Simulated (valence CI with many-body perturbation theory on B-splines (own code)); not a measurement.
E1 transitions of Te³⁺

Calculated by relativistic CI+MBPT: three valence electrons over a frozen Dirac-Fock core [Kr] 4d10, radial functions for each j: 11 s, 11 p, 10 d, 8 f, 5 g, 2 h, with the one-electron correlation potential Σ1 (screened to all orders), the two-electron term Σ2, the three-electron term Σ3, Breit, model QED; selected single and double excitations, second order for the rest, scaled by the run's own slope (own B-spline code, finite nucleus).

Against 9 measured levels this calculation errs by 319 cm⁻¹ on average and by 715 at most. These come from a selection out of Moore, Atomic Energy Levels, vol. III, NSRDS-NBS 35 (1971 reprint of NBS Circular 467, 1958), an old analysis. Levels without a partner in it may be off by more.

Lines 51 to 100 of 591 in falling wavelength, among levels below 267748 cm⁻¹, chosen from the strongest by gf and those to the six lowest levels. Wavelengths and rates use the calculated energies, so an error of 300 cm⁻¹ moves a line at 9391 Å by 2.8 % and its rate by three times that or more. Electric multipoles are in the length gauge, E1 and E2 with the static RPA response of the core. Weak lines are less certain than strong ones. Lines between different terms over intervals too small for the method are left out, as are lines whose strength nearly cancels. Where a level lies close to another of its J and parity, the split of strength between their lines is uncertain. The highest levels of a list are the least certain.

Names give the largest LS component (configuration and term), which can be under half, so a name can repeat, a term be missing and a line seem to break the LS rules; names also repeat where a configuration has a term twice. Letters in brackets count levels of one name in rising energy.

| λ vac (Å) | Upper | Lower | A (s⁻¹) | log gf | Branch % |
| --- | --- | --- | --- | --- | --- |
| 9391 | 5s2.8p 2P°_1/2 | 5s2.7d 2D_3/2 | 3.69e+07 | -0.01 | 0.7 |
| 9337 | 5s2.8p 2P°_3/2 | 5s2.7d 2D_5/2 | 4.19e+07 | 0.34 | 1.2 |
| 9274 | 5s.5p.6s 2P°_1/2 [a] | 5s2.6d 2D_3/2 | 7.33e+06 | -0.72 | 0.2 |
| 9270 | 5s2.8p 2P°_3/2 | 5s2.7d 2D_3/2 | 4.24e+06 | -0.66 | 0.1 |
| 9124 | 5s2.5g 2G_7/2 | 5s2.5f 2F°_5/2 | 3.61e+07 | 0.56 | 3.4 |
| 8896 | 5s2.8d 2D_3/2 | 5s2.6f 2F°_5/2 | 3.73e+07 | 0.25 | 11.7 |
| 8828 | 5s2.8d 2D_5/2 | 5s2.6f 2F°_5/2 | 1.37e+06 | -1.02 | 0.4 |
| 8803 | 5s2.8d 2D_5/2 | 5s2.6f 2F°_7/2 | 2.77e+07 | 0.29 | 7.4 |
| 8706 | 4f.5s.5p 2G_7/2 | 5s2.6f 2F°_5/2 | 1.44e+06 | -0.88 | 0.2 |
| 8395 | 4f.5s.5p 4D_5/2 | 5s2.6f 2F°_7/2 | 7.84e+06 | -0.30 | 1.2 |
| 8102 | 5s.5p.5d 2F°_7/2 [a] | 5s2.6d 2D_5/2 | 5.67e+06 | -0.35 | 0.1 |
| 8033 | 5s2.8d 2D_3/2 | 5s.5p.6s 2P°_3/2 [b] | 7.41e+06 | -0.54 | 2.3 |
| 7977 | 5s2.8d 2D_5/2 | 5s.5p.6s 2P°_3/2 [b] | 3.30e+07 | 0.28 | 8.8 |
| 7972 | 5s2.7g 2G_9/2 | 5s2.6h 2H°_11/2 | 2.74e+06 | -0.58 | 1.6 |
| 7932 | 5s2.7g 2G_7/2 | 5s2.6h 2H°_9/2 | 2.69e+06 | -0.69 | 1.4 |
| 7867 | 5s2.7p 2P°_3/2 | 5s2.7s 2S_1/2 | 4.40e+07 | 0.21 | 2.0 |
| 7743 | 5s2.8d 2D_3/2 | 5s.5p.6s 2P°_1/2 [b] | 4.79e+07 | 0.24 | 15.0 |
| 7640 | 4f.5s.5p 4D_5/2 | 5s.5p.6s 2P°_3/2 [b] | 1.02e+07 | -0.27 | 1.5 |
| 7578 | 5s2.7p 2P°_1/2 | 5s2.7s 2S_1/2 | 5.32e+07 | -0.04 | 8.0 |
| 7338 | 5s2.9s 2S_1/2 | 5s.5p.6s 2P°_3/2 [b] | 3.20e+07 | -0.29 | 2.6 |
| 7213 | 5s2.7p 2P°_3/2 | 5s2.6d 2D_5/2 | 4.95e+07 | 0.19 | 2.2 |
| 7096 | 5s2.9s 2S_1/2 | 5s.5p.6s 2P°_1/2 [b] | 2.08e+07 | -0.50 | 1.7 |
| 7006 | 5s2.7p 2P°_3/2 | 5s2.6d 2D_3/2 | 5.78e+06 | -0.77 | 0.3 |
| 6869 | 5s2.6g 2G_7/2 | 5s.5p.5d 2D°_5/2 [b] | 1.94e+06 | -0.96 | 0.4 |
| 6776 | 5s2.7p 2P°_1/2 | 5s2.6d 2D_3/2 | 7.30e+07 | 0.00 | 10.9 |
| 6739 | 5s2.5g 2G_9/2 | 5s.5p.5d 2F°_7/2 [a] | 1.17e+07 | -0.10 | 1.1 |
| 6691 | 5s2.6f 2F°_7/2 | 5s2.5g 2G_9/2 | 2.01e+07 | 0.03 | 4.5 |
| 6679 | 5s2.6f 2F°_5/2 | 5s2.5g 2G_7/2 | 2.05e+07 | -0.09 | 4.8 |
| 6472 | 5s.5p.6p 2D_5/2 | 5s.5p.5d 2F°_7/2 [b] | 3.85e+06 | -0.84 | 0.5 |
| 6414 | 5s2.7d 2D_3/2 | 5s.5p.6s 2P°_3/2 [a] | 7.45e+06 | -0.74 | 1.0 |
| 6382 | 5s2.7d 2D_5/2 | 5s.5p.6s 2P°_3/2 [a] | 3.36e+07 | 0.09 | 5.9 |
| 6163 | 5s2.5f 2F°_5/2 | 5s2.6d 2D_5/2 | 7.27e+06 | -0.61 | 0.5 |
| 6107 | 5s2.6g 2G_7/2 | 5s.5p.5d 2F°_5/2 [b] | 3.98e+06 | -0.75 | 0.8 |
| 6038 | 5s.5p.6p 4D_3/2 | 5s2.5f 2F°_5/2 | 3.56e+06 | -1.11 | 0.5 |
| 6024 | 5s2.5f 2F°_7/2 | 5s2.6d 2D_5/2 | 1.04e+08 | 0.66 | 6.3 |
| 6012 | 5s2.5f 2F°_5/2 | 5s2.6d 2D_3/2 | 1.08e+08 | 0.55 | 7.9 |
| 5880 | 5s.5p.6s 2P°_3/2 [a] | 5s2.7s 2S_1/2 | 3.29e+07 | -0.17 | 0.8 |
| 5851 | 5s2.6g 2G_9/2 | 5s.5p.5d 2F°_7/2 [b] | 4.27e+06 | -0.66 | 0.8 |
| 5804 | 5s2.7d 2D_5/2 | 5s2.5f 2F°_7/2 | 4.23e+07 | 0.11 | 7.4 |
| 5791 | 5s2.8s 2S_1/2 | 5s.5p.6s 2P°_3/2 [a] | 3.98e+07 | -0.40 | 2.5 |
| 5706 | 5s2.7d 2D_3/2 | 5s2.5f 2F°_5/2 | 4.90e+07 | -0.02 | 6.4 |
| 5506 | 5s.5p.6s 2P°_3/2 [a] | 5s2.6d 2D_5/2 | 3.41e+07 | -0.21 | 0.8 |
| 5423 | 5s.5p.6p 4D_3/2 | 5s2.7p 2P°_1/2 | 1.56e+07 | -0.56 | 2.0 |
| 5311 | 5s.5p.6p 2P_1/2 | 5s.5p.6s 2P°_3/2 [a] | 1.17e+07 | -1.01 | 1.3 |
| 5153 | 5s2.7d 2D_3/2 | 5s2.7p 2P°_1/2 | 1.24e+08 | 0.30 | 16.3 |
| 5028 | 5s2.7d 2D_3/2 | 5s2.7p 2P°_3/2 | 2.80e+07 | -0.37 | 3.7 |
| 5008 | 5s2.7d 2D_5/2 | 5s2.7p 2P°_3/2 | 1.79e+08 | 0.61 | 31.3 |
| 4884 | 5s2.7g 2G_9/2 | 5s2.6f 2F°_7/2 | 1.67e+07 | -0.22 | 9.7 |
| 4876 | 5s2.7g 2G_7/2 | 5s2.6f 2F°_5/2 | 1.50e+07 | -0.37 | 8.0 |
| 4767 | 5s.5p.6p 4P_3/2 [a] | 5s2.7p 2P°_1/2 | 1.58e+07 | -0.67 | 2.0 |
